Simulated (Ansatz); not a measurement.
CeN6H18⁴⁺, that is [Ce(NH3)6]3+ with one electron fewer. The state is a triplet with charge 4. Geometry PBE-D4/def2-SVP, that of the charge +3 doublet; atoms count from 1.

```xyz
25

Ce   -0.002    0.000    0.000
N     0.724    1.451    2.088
H     1.141    0.920    2.876
H    -0.040    1.984    2.547
H     1.436    2.183    1.900
N    -0.718   -1.423   -2.111
H    -1.255   -0.907   -2.834
H    -1.324   -2.243   -1.915
H     0.063   -1.837   -2.654
N    -0.187   -2.136    1.549
H     0.682   -2.695    1.640
H    -0.888   -2.843    1.256
H    -0.447   -1.950    2.537
N     0.179    2.118   -1.571
H     0.568    1.942   -2.517
H     0.775    2.890   -1.216
H    -0.719    2.597   -1.776
N     2.543   -0.562   -0.448
H     3.176   -0.434    0.364
H     2.999    0.005   -1.188
H     2.743   -1.536   -0.747
N    -2.540    0.551    0.493
H    -3.207    0.272   -0.252
H    -2.763    1.554    0.639
H    -2.937    0.100    1.339
```

In the def2 sets Ce takes a core potential; there is no spin–orbit coupling. With an open 4f shell the SCF may have ended on a state above the lowest. At PBE0-D4/def2-TZVP a singlet of charge 4 lies 1.13 eV below the triplet at the same geometry.

Q: Estimate the Mulliken populations from the PBE0/def2-TZVP orbitals of Ansatz.

A: 
| atom | charge (e) | spin (α − β) | d electrons |
| --- | --- | --- | --- |
| Ce1 | 1.56 | 0.99 | 10.84 |
| N2 | -0.66 | 0.17 | – |
| H3 | 0.36 | 0.00 | – |
| H4 | 0.36 | 0.00 | – |
| H5 | 0.36 | 0.00 | – |
| N6 | -0.66 | 0.17 | – |
| H7 | 0.36 | 0.00 | – |
| H8 | 0.36 | 0.00 | – |
| H9 | 0.36 | 0.00 | – |
| N10 | -0.66 | 0.17 | – |
| H11 | 0.36 | 0.00 | – |
| H12 | 0.36 | 0.00 | – |
| H13 | 0.36 | 0.00 | – |
| N14 | -0.66 | 0.17 | – |
| H15 | 0.36 | 0.00 | – |
| H16 | 0.36 | 0.00 | – |
| H17 | 0.36 | 0.00 | – |
| N18 | -0.66 | 0.17 | – |
| H19 | 0.36 | 0.00 | – |
| H20 | 0.36 | 0.00 | – |
| H21 | 0.36 | 0.00 | – |
| N22 | -0.66 | 0.17 | – |
| H23 | 0.36 | 0.00 | – |
| H24 | 0.36 | 0.00 | – |
| H25 | 0.36 | 0.00 | – |
Mulliken values depend strongly on the basis.

Q: Where does the spin sit?

A: Summed by element: Ce 0.99, N 1.02, H -0.01, of 2 unpaired in all. Largest on single atoms: Ce1 0.99, N22 0.17, N18 0.17.

Q: And the Mayer bond orders between heavy atoms (over 0.3)?

A: Ce1–N2 0.39 (2.64 Å); Ce1–N6 0.39 (2.64 Å); Ce1–N10 0.39 (2.64 Å); Ce1–N14 0.39 (2.64 Å); Ce1–N18 0.39 (2.64 Å); Ce1–N22 0.39 (2.64 Å).
